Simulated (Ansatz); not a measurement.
The cluster Li₇Sn. Total charge 0; doublet. Geometry PBE0-D4/def2-TZVP.

```csv
atom,x (Å),y (Å),z (Å)
Li1,0.601,0.805,-1.383
Li2,-1.548,2.163,0.836
Li3,1.436,-1.672,-0.310
Li4,1.380,-1.418,-3.504
Li5,-1.156,-1.411,-1.574
Li6,1.166,1.392,1.884
Li7,-1.305,0.453,3.257
Sn8,-0.574,-0.313,0.795
```

In the def2 sets Sn takes a core potential; there is no spin–orbit coupling. At r2SCAN-D4/def2-TZVPD, r2SCANh-D4/def2-TZVP the charge 0 doublet is spin-contaminated (final ⟨S²⟩ up to 0.88, 0.75 for a pure state). The structure comes from a short search, and lower isomers may exist.

Question: Estimate the α-spin orbital energies around the gap (eV) in Ansatz with PBE-D4/def2-TZVPD, r2SCAN-D4/def2-TZVPD, B97M-V/def2-TZVP, r2SCANh-D4/def2-TZVP, PBE0-D4/def2-TZVPD.

Answer: 
| orbital | PBE-D4/def2-TZVPD | r2SCAN-D4/def2-TZVPD | B97M-V/def2-TZVP | r2SCANh-D4/def2-TZVP | PBE0-D4/def2-TZVPD |
| --- | --- | --- | --- | --- | --- |
| HOMO−13 | -50.39 | -51.94 | -53.37 | -53.40 | -54.44 |
| HOMO−12 | -50.34 | -51.94 | -53.33 | -53.40 | -54.43 |
| HOMO−11 | -50.09 | -51.67 | -53.09 | -53.13 | -54.17 |
| HOMO−10 | -22.97 | -23.48 | -23.95 | -24.47 | -25.56 |
| HOMO−9 | -22.96 | -23.47 | -23.94 | -24.46 | -25.55 |
| HOMO−8 | -22.95 | -23.47 | -23.93 | -24.45 | -25.54 |
| HOMO−7 | -22.94 | -23.45 | -23.90 | -24.44 | -25.52 |
| HOMO−6 | -22.93 | -23.44 | -23.90 | -24.43 | -25.51 |
| HOMO−5 | -9.40 | -9.69 | -9.49 | -10.17 | -10.65 |
| HOMO−4 | -4.72 | -4.83 | -4.83 | -5.14 | -5.53 |
| HOMO−3 | -3.94 | -4.02 | -3.93 | -4.26 | -4.56 |
| HOMO−2 | -3.70 | -3.75 | -3.71 | -3.98 | -4.27 |
| HOMO−1 | -3.37 | -3.37 | -3.31 | -3.58 | -3.90 |
| HOMO | -2.54 | -2.58 | -2.33 | -2.75 | -2.96 |
| LUMO | -1.96 | -1.78 | -1.88 | -1.59 | -1.47 |
| LUMO+1 | -1.91 | -1.71 | -1.84 | -1.53 | -1.42 |
| LUMO+2 | -1.77 | -1.58 | -1.70 | -1.40 | -1.27 |
| LUMO+3 | -1.50 | -1.35 | -1.43 | -1.16 | -1.00 |
| LUMO+4 | -1.45 | -1.20 | -1.27 | -1.01 | -0.96 |
| LUMO+5 | -1.29 | -1.03 | -1.20 | -0.81 | -0.78 |
| β HOMO | -3.29 | -3.32 | -3.19 | -3.53 | -3.82 |
| β LUMO | -1.93 | -1.77 | -2.02 | -1.59 | -1.43 |
